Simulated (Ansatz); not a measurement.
Reaction (silylene loss): `[SiH3][In]([Cl])[Cl]` → `[Cl][InH][Cl]` + `[SiH2]`

Isolated molecules relaxed with PBE0-D4/def2-TZVP in Ansatz; ΔE leaves out vibrations. CCSD(T)/CBS adds triple-zeta CCSD(T) − MP2 to the extrapolated MP2 energy (def2 sets, frozen cores). This one scheme is used for every species. Functionals use def2-TZVPP. Elements past krypton have def2 core potentials. For In outer-core shells are correlated without core-valence functions, which leaves a few kJ/mol of doubt a bond.

```tsv
level	ΔE (kJ/mol)	difference from CCSD(T)/CBS
LDA (SPW92)	312.4	30.7
revPBE-D4	282.5	0.8
r2SCANh-D4	302.2	20.5
r2SCAN0-D4	302.7	21.0
BHLYP-D4	285.5	3.8
PBE-QIDH	297.7	16.0
PBE	285.0	3.3
CAM-B3LYP	274.3	-7.4
RPA@PBE/def2-TZVPP	253.5	-28.2
CCSD(T)/def2-SVP	267.7	-14.0
CCSD(T)/CBS	281.7	0
```

Largest T1 diagnostic among the species: 0.014.

From BLYP to BHLYP (50 % exact exchange), in def2-TZVPP and without D4, ΔE moves by +16.3 kJ/mol. The D4 term adds +10.1 kJ/mol with B3LYP and +5.7 kJ/mol with PBE0; it sums over pairs of atoms, weighted by their polarisabilities, and B3LYP, whose exchange is more repulsive, gets the larger term. Leaving LDA and LC-ωPBE aside and taking each functional with its dispersion term where it has one, the values, not all of them listed here, spread over 34.3 kJ/mol, from B97M-V to r2SCAN0-D4. LDA lies +27.4 kJ/mol from PBE without D4.

B3LYP here is the variant with VWN-RPA as its local correlation; programs differ in this.
